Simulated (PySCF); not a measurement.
# Two-component Hartree-Fock for La²⁷⁺ (lanthanum, charge +27)

Start: [Ar] 3d10 4s2. Calculated with PySCF 2.14 in an even-tempered Gaussian basis (19 s from 0.93 bohr⁻², ratio 2.6; 15 p from 1.2 bohr⁻², ratio 2.6; 10 d from 1.2 bohr⁻², ratio 2.6; 6 f from 1.2 bohr⁻², ratio 2.8): generalised Hartree-Fock with the X2C-1e Hamiltonian and a Gaussian nucleus; spin-orbit coupling (SO) screened by Boettger's factors.

| spinor shell | electrons | ε, screened SO (eV) | weight of nominal j (screened SO) | rms radius, screened SO (bohr) |
| --- | --- | --- | --- | --- |
| 1s1/2 | 2 | -40027.1 | 1.000 | 0.0286 |
| 2s1/2 | 2 | -7221.1 | 1.000 | 0.116 |
| 2p1/2 | 2 | -6851.1 | 1.000 | 0.0998 |
| 3s1/2 | 2 | -2232.7 | 1.000 | 0.299 |
| 3p1/2 | 2 | -2074.9 | 1.000 | 0.290 |
| 3p3/2 | 4 | -1988.3 | 1.000 | 0.302 |
| 3d3/2 | 4 | -1722.3 | 1.000 | 0.272 |
| 3d5/2 | 6 | -1703.9 | 1.000 | 0.275 |
| 4s1/2 | 2 | -994.87 | 1.000 | 0.625 |

Task: Where does 2p3/2 lie, and what is the 2p spin-orbit splitting (screened SO)?

Result: At -6432.8 eV, 418.27 eV above 2p1/2.

| quantity | screened SO |
| --- | --- |
| E (hartree) | -8131.25089 |
| M_J | 0 |
| ⟨J²⟩ | 0.000 |
| ⟨L²⟩ | 0.020 |
| ⟨S²⟩ | 0.020 |

Breit and QED terms are absent; they matter most for the inner s and p1/2 levels.

Densities and radii are taken from the X2C orbitals without a picture-change correction, which distorts them close to the nucleus.
